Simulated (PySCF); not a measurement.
Constitutional and geometric isomers with formula C4H3N. Isolated molecules, 0 K electronic values unless said otherwise. Strings in code marks are SMILES.

The four lowest singlet excitations (Tamm–Dancoff). These are B3LYP-D3(BJ)/def2-TZVP in PySCF values and carry that method's errors. B3LYP has the VWN-RPA correlation part, as in Gaussian. Excitations are Tamm–Dancoff values on a coarser integration grid. The basis has no diffuse functions, so Rydberg states are missing or too high.

```json
[
 {"state": "S1", "energy (eV)": "4.18", "wavelength (nm)": "297", "oscillator strength": "0.001"},
 {"state": "S2", "energy (eV)": "5.68", "wavelength (nm)": "218", "oscillator strength": "0.252"},
 {"state": "S3", "energy (eV)": "5.83", "wavelength (nm)": "213", "oscillator strength": "0.000"},
 {"state": "S4", "energy (eV)": "5.96", "wavelength (nm)": "208", "oscillator strength": "0.000"}
]
```

### Question
Say which member gives these states.
A. `C=C=CC#N`
B. `C#CC=C=N`
C. `N#CC1=CC1`
D. `C#CN=C=C`

### Answer
B, `C#CC=C=N`
